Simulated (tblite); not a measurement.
Parent: `[CH2:1]=[CH:2][CH2:3][C:4]1([CH2:5][F:6])[CH2:7][CH2:8]1` with C1–C2–C3–C4 -123°, C2–C3–C4–C5 65°, C3–C4–C5–F6 -179°, C7H11F.

The geometries are computed with GFN2-xTB (gas phase). One conformer each, not checked by frequencies here.

```
coordinate of the parent    value
                   C1=C2  1.319 Å
                   C2–C3  1.498 Å
                   C3–C4  1.519 Å
                   C4–C5  1.516 Å
                   C5–F6  1.372 Å
                   C4–C7  1.500 Å
                   C7–C8  1.501 Å
                   C4–C8  1.500 Å
                C1–C2–C3   124.6°
                C2–C3–C4   111.4°
                C3–C4–C5   112.1°
                C3–C4–C7   119.5°
                C3–C4–C8   119.2°
                C5–C4–C7   118.3°
                C5–C4–C8   118.7°
                C7–C4–C8    60.1°
                C4–C5–F6   111.9°
                C4–C7–C8    60.0°
                C4–C8–C7    60.0°
```

Q: How does the shared frame change in `[F:1]/[CH:2]=[CH:3]\[CH2:4][C:5]1([CH2:6][F:7])[CH2:8][CH2:9]1` with C2–C3–C4–C5 120°, C3–C4–C5–C6 -67°, C4–C5–C6–F7 179°, C7H10F2? Atoms pair as C1 = C2, C2 = C3, C3 = C4, C4 = C5, C5 = C6, F6 = F7, C7 = C8, C8 = C9 (parent first).

A: 
```csv
parent,relative,value in the relative,change
C1=C2,C2=C3,1.319 Å,0.000
C2–C3,C3–C4,1.497 Å,-0.001
C3–C4,C4–C5,1.519 Å,0.000
C4–C5,C5–C6,1.517 Å,+0.001
C5–F6,C6–F7,1.372 Å,0.000
C4–C7,C5–C8,1.500 Å,0.000
C7–C8,C8–C9,1.501 Å,0.000
C4–C8,C5–C9,1.500 Å,0.000
C1–C2–C3,C2–C3–C4,124.9°,+0.3
C2–C3–C4,C3–C4–C5,111.3°,-0.1
C3–C4–C5,C4–C5–C6,112.2°,+0.1
C3–C4–C7,C4–C5–C8,119.4°,-0.1
C3–C4–C8,C4–C5–C9,119.1°,-0.1
C5–C4–C7,C6–C5–C8,118.3°,0.0
C5–C4–C8,C6–C5–C9,118.7°,0.0
C7–C4–C8,C8–C5–C9,60.0°,-0.1
C4–C5–F6,C5–C6–F7,111.6°,-0.3
C4–C7–C8,C5–C8–C9,60.0°,0.0
C4–C8–C7,C5–C9–C8,60.0°,0.0
```

No shared bond changes by more than 0.004 Å. Bonds of the relative outside the shared frame: F1–C2 1.346 Å. Point group C1 → C1.
